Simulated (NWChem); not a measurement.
sulfur trioxide (SO$_{3}$); SMILES O=S(=O)=O

Program: NWChem. Structure relaxed at the PBE0/def2-SVP level. Ions are spin-unrestricted doublets at the neutral geometry; other ion states weren't tried.

### Question
Estimate the computed values for PBE/def2-SVP. Quantities: vertical ionisation energy, ΔSCF (eV); −ε(HOMO) (eV).

### Answer
vertical ionisation energy, ΔSCF (eV): 12.05
−ε(HOMO) (eV): 7.89
